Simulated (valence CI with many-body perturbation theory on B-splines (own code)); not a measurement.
**Sensitivity of CI+MBPT for S XI**

Computed by configuration interaction combined with many-body perturbation theory (CI+MBPT): four valence electrons over a frozen Dirac-Fock core [He], a basis of 6 s, 6 p, 5 d, 3 f, 1 g functions for each j, with the one-electron correlation potential Σ1, the two-electron term Σ2, the three-electron term Σ3, Breit, model QED; selected CI, second order for the rest, scaled by the run's own slope (own B-spline code, finite nucleus).

No measured levels were compared; by estimate levels of excited configurations hold to 0.05 to 0.15 % of their energy, terms of the ground configuration to about 0.5 %.

The reference run has the lowest level 2s2 2p2 3P_0 and an ionisation energy of 504.761 eV. Its largest variational space holds 11330 state functions.

Changed runs:
A. shift of the energy in Σ1 (hartree) 0 → -1.633; orbitals per symmetry with explicit Σ2 and valence Breit (the others get mean screening factors) 5 → 7
B. cutoff of virtual states (hartree) 512 → 11000
C. scale of Σ2 1 → 1.2; shift of the energy in Σ1 (hartree) 0 → -3.267
D. closed core [He] → [He] 2s1 (bad on purpose)

Excitation energies of the reference run in cm⁻¹, and shifts in cm⁻¹:

```
                 Level  Reference        A       B       C
          2s2 2p2 3P_1       5199     +0.1    +2.6    -1.7
          2s2 2p2 3P_2      12379     -0.7    +5.7    -1.2
          2s2 2p2 1D_2      67492     -2.8    +6.0     +46
          2s2 2p2 1S_0     133471     -7.8     +13    +170
          2s 2p3 5S°_2     185730     +9.4    +111     -38
          2s 2p3 3D°_2     355222     +6.7    +115     -81
          2s 2p3 3D°_3     355500     +7.1    +115     -82
          2s 2p3 3D°_1     355513     +6.4    +115     -81
          2s 2p3 3P°_0     417301     +2.5    +116     -34
          2s 2p3 3P°_1     417344     +2.6    +116     -35
          2s 2p3 3P°_2     417771     +2.6    +117     -36
          2s 2p3 1D°_2     530879     +5.0    +121    -340
Ionisation energy (eV)    504.761  -0.0018  +0.009  -0.009
```

Run D: It gave no result: the perturbation theory needs a core of closed shells. The program said: "the core must hold closed shells only".
